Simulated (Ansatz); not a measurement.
Cost and result for the atomization energy of C$_{2}$H$_{6}$F$_{2}$Si, SMILES `C[SiH](F)CF` (11 atoms, 10 bonds).

```xyz
11

C    -1.206   -0.016   -1.016
Si    0.508    0.338   -0.419
F     0.772    1.923   -0.408
C     0.751   -0.244    1.362
F     0.493   -1.615    1.418
H    -1.951    0.499   -0.404
H    -1.336    0.297   -2.054
H    -1.402   -1.090   -0.957
H     1.535   -0.281   -1.294
H     1.771   -0.072    1.720
H     0.066    0.261    2.052
```

The species carries charge 0 and has multiplicity 1. The geometry is a stationary point of PBE0-D4/def2-TZVP. It is one conformer, not always the lowest. Program: Ansatz. All runs use 4 threads of an Arm Neoverse V2 on a shared host. Times are those of one run each, without the atoms' runs, and a repeat can differ threefold. Electronic energies, without spin–orbit coupling; frozen cores. CCSD(T)/CBS adds CCSD(T) − MP2 in def2-TZVPP to the MP2 limit, and its time is that of the two runs behind it. T1 = 0.011. B3LYP takes the VWN-RPA correlation (the form of Gaussian; ORCA's B3LYP/G).

CCSD(T)/CBS is a level of theory with its own doubt, some kJ/mol a heavy atom from the limit and from the frozen cores, so smaller differences don't rank the functionals.

```json
{"level": "PBE-D4/def2-TZVPP (with forces)", "functions": "250", "wall time": "2 s"}
{"level": "PBE0-D4/def2-TZVPP", "functions": "250", "wall time": "2.3 s"}
{"level": "B3LYP-D4/def2-TZVPP (with forces)", "functions": "250", "wall time": "3.5 s"}
{"level": "r2SCAN-D4/def2-TZVPP (with forces)", "functions": "250", "wall time": "3.9 s"}
{"level": "B2PLYP/def2-TZVPP", "functions": "250", "wall time": "4 s"}
{"level": "ωB97X-V/def2-TZVPP", "functions": "250", "wall time": "6 s"}
{"level": "ωB97M-V/def2-TZVPP (with forces)", "functions": "250", "wall time": "9 s"}
{"level": "MP2/def2-QZVPP", "functions": "478", "wall time": "20 s"}
{"level": "CCSD(T)/def2-TZVPP", "functions": "250", "wall time": "2.4 min"}
{"level": "CCSD(T)/CBS(def2)", "functions": "–", "wall time": "2.7 min"}
```

Q: What atomization energy does each give, and how far from CCSD(T)/CBS? (An estimate is asked.)

A: Computed: 
```csv
level,atomization (kcal/mol),difference from CCSD(T)/CBS,per bond
PBE-D4/def2-TZVPP (with forces),1005.4,11.3,1.1
PBE0-D4/def2-TZVPP,989.5,-4.6,-0.5
B3LYP-D4/def2-TZVPP (with forces),990.5,-3.6,-0.4
r2SCAN-D4/def2-TZVPP (with forces),994.1,0.0,0.0
B2PLYP/def2-TZVPP,982.4,-11.7,-1.2
ωB97X-V/def2-TZVPP,995.5,1.4,0.1
ωB97M-V/def2-TZVPP (with forces),995.0,0.9,0.1
MP2/def2-QZVPP,1000.4,6.3,0.6
CCSD(T)/def2-TZVPP,969.2,-24.9,-2.5
CCSD(T)/CBS(def2),994.1,0.0,0.0
```

From PBE to PBE0 (25 % exact exchange), in def2-TZVPP and without D4, the atomization energy moves by −15.1 kcal/mol: exact exchange takes away binding that semilocal exchange gives to molecules. In def2-TZVPP, CCSD(T) changes the Hartree–Fock value by +224.5 kcal/mol (the triples alone add +12.0 kcal/mol) and MP2 by +240.8 kcal/mol; breaking electron pairs costs correlation energy, which Hartree–Fock lacks. The D4 term adds +7.2 kcal/mol with B3LYP and +3.8 kcal/mol with PBE0; it sums over pairs of atoms, weighted by their polarisabilities, and B3LYP, whose exchange is more repulsive, gets the larger term.
